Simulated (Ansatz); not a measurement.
Ca₃Se₃. The state is a singlet with charge 0. Geometry PBE0-D4/def2-SVP; atoms count from 1.

```xyz
6

Ca    0.3677   -0.8403    0.8619
Ca   -2.1897    1.6405    0.8205
Ca    1.4375   -0.1460   -2.4619
Se    2.5008   -1.6713   -0.6628
Se   -0.8116    0.8147   -1.3386
Se   -1.3046    0.2024    2.7808
```

The structure comes from a short search, and lower isomers may exist.

(1) Estimate the Mulliken populations from the PBE0/def2-TZVP orbitals of Ansatz.

(2) And the Mayer bond orders between heavy atoms (over 0.3)?

Answers

(1) 
```csv
atom,charge (e)
Ca1,1.03
Ca2,0.98
Ca3,0.98
Se4,-0.96
Se5,-1.07
Se6,-0.96
```
Mulliken values depend strongly on the basis.

(2) Ca1–Se4 0.68 (2.75 Å); Ca1–Se6 0.68 (2.75 Å); Ca2–Se5 0.67 (2.69 Å); Ca2–Se6 1.07 (2.59 Å); Ca3–Se4 1.07 (2.59 Å); Ca3–Se5 0.67 (2.69 Å).
